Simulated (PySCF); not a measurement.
C2H8GeSi2, SMILES C#C[SiH2][SiH2][GeH3] (GFN2-xTB optimised geometry):

```
13

C      1.984    -1.750     0.007
C      0.782    -1.807     0.000
Si    -1.069    -1.807     0.000
Si    -1.795     0.401     0.000
Ge    -0.213     1.884     0.880
H      3.036    -1.720     0.009
H     -1.482    -2.575    -1.183
H     -1.477    -2.566     1.192
H     -3.036     0.547     0.776
H     -2.140     0.856    -1.354
H     -0.749     3.029     1.693
H      0.785     1.258     1.811
H      0.660     2.575    -0.127
```

Method: CAM-B3LYP/def2-TZVP (PySCF).

**Question.** What are the frontier orbital energies and the dipole moment?

**Answer.** HOMO-2 -9.86 eV, HOMO-1 -9.64 eV, HOMO -9.28 eV, LUMO 0.45 eV, LUMO+1 0.48 eV; dipole moment 0.36 D.

Meta-Löwdin charges at CAM-B3LYP/def2-TZVP: C1 -0.16, C2 -0.29, Si3 0.44, Si4 0.17, Ge5 0.13, H6 0.17, H7 -0.08, H8 -0.08, H9 -0.07, H10 -0.07, H11 -0.05, H12 -0.05, H13 -0.05.
